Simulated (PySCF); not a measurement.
# Energy of Co+ (cobalt, charge +1) between two integer charges

The 3d beta orbital of [Ar] 3d8 is emptied in steps (occupation f), with all orbitals relaxed, ending at [Ar] 3d7. Computed with PySCF 2.14 in x2c-TZVPall (6s5p4d1f, 48 functions), with the spin-free X2C one-electron Hamiltonian (Gaussian nucleus). The exact energy is a straight line in f; departures are measured from the line between the end points of the same method.

```tsv
f	BHandHLYP (eV)	wB97X (eV)	CAM-B3LYP (eV)
1	0.000	0.000	0.000
0.75	-0.325	-0.311	-0.529
0.5	-0.458	-0.434	-0.728
0.25	-0.361	-0.337	-0.562
0	0.000	0.000	0.000
```

Question: For wB97X, how does the orbital energy at f = 1 compare with the removal energy?

Answer: −ε = 16.029 eV against a total-energy difference of 17.608 eV. By Janak's theorem ε = ∂E/∂f, so the gap between them reflects the curvature. Along the path −ε is 16.719 (f = 0.75), 17.540 (f = 0.5), 18.465 (f = 0.25) eV.

```
   method  E(f=0) − E(f=1) (eV)  −ε at f=1 (eV)  −ε at f=0.5 (eV)
BHandHLYP                17.033          15.417            16.937
    wB97X                17.608          16.029            17.540
CAM-B3LYP                17.880          15.152            17.794
```

Reference removal energy between the ground levels: 17.084 eV (measured; NIST Atomic Spectra Database, ionization energies). The calculation has no spin-orbit coupling. The determinant left behind need not be the lowest term of the ion.
